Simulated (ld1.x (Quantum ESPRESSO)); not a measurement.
Plane-wave convergence, RRKJ potential for Zn

ld1.x (Quantum ESPRESSO) 7.5 input, shortened:

```
&input
   title='Zn', zed=30., rel=1, dft='PZ', iswitch=3,
   config='[Ar] 3d10 4s1.75 4p0.25'
 /
 &inputp
   pseudotype=2, tm=.false., lloc=-2, rcloc=0.55,
   nlcc=.true., new_core_ps=.true., rcore=0.40
 /
3
3S  1  0   2.00   0.00  0.85  0.85  0.0
3P  2  1   6.00   0.00  0.70  0.70  0.0
3D  3  2  10.00   0.00  0.80  0.80  0.0
 &test
   configts(1)='3s2 3p6 3d10 4s1.75 4p0.25'
 /
```

Occupied shells without a wave of their own: 4p, 4s. They enter only through the test configuration that unscreens the potential, and ld1.x also counts them in the model core charge.

The pseudo-atom Hamiltonian at the reference potential is diagonalised in spherical Bessel functions j_l(qr) that vanish at 20 bohr, with q² up to the cutoff. All-electron valence levels (Ry): 3s -9.4979, 4s -0.4868, 3p -6.1638, 4p -0.1135, 3d -0.8094.

**Question.** How do the lowest levels (Ry) of each channel move with the cutoff, and are there ghosts?

**Answer.**

| cutoff (Ry) | s #1 | s #2 | p #1 | p #2 | p #3 | d #1 | f #1 | f #2 | Σ f·Δε (mRy) |
| --- | --- | --- | --- | --- | --- | --- | --- | --- | --- |
| 8 | -7.1506 | -0.3058 | -1.3641 | -0.0124 | 0.0734 | 0.0513 | 0.1022 | 0.2301 | 42459.3 |
| 15 | -8.3809 | -0.4147 | -2.8924 | -0.0409 | 0.0546 | 0.0511 | 0.1022 | 0.2301 | 30629.6 |
| 25 | -8.6262 | -0.4601 | -4.3974 | -0.0697 | 0.0443 | 0.0509 | 0.1022 | 0.2301 | 21019.9 |
| 35 | -8.6533 | -0.4625 | -5.3152 | -0.0902 | 0.0393 | 0.0506 | 0.1022 | 0.2301 | 15447.0 |
| 50 | -8.8832 | -0.4687 | -5.8651 | -0.1050 | 0.0363 | 0.0501 | 0.1022 | 0.2301 | 11667.8 |
| 70 | -9.1890 | -0.4818 | -6.0416 | -0.1111 | 0.0353 | 0.0482 | 0.1022 | 0.2301 | 9954.5 |
| 100 | -9.4261 | -0.4932 | -6.0562 | -0.1119 | 0.0352 | -0.0635 | 0.1022 | 0.2301 | 8255.7 |
| 140 | -9.4946 | -0.4963 | -6.0879 | -0.1123 | 0.0351 | -0.5091 | 0.1022 | 0.2301 | 3467.3 |
| 180 | -9.4970 | -0.4963 | -6.1295 | -0.1132 | 0.0349 | -0.7377 | 0.1022 | 0.2301 | 925.9 |
| 260 | -9.4979 | -0.4964 | -6.1619 | -0.1139 | 0.0348 | -0.8089 | 0.1022 | 0.2301 | 17.4 |
| 400 | -9.4980 | -0.4964 | -6.1637 | -0.1139 | 0.0348 | -0.8095 | 0.1022 | 0.2301 | 0.0 |

Result: no extra level below or beside the all-electron valence levels (s, p, d, f tested); 10 mRy is reached at 300 Ry and 1 mRy at over 300 Ry.

ld1.x takes every shell without a wave as core, so the model core holds the 4p, 4s electrons as well and exchange and correlation see them twice. This cancels in the reference configuration, but the file is broken for other ones, and its errors say nothing about a proper core correction. Its largest configuration-test error is -2183 meV.
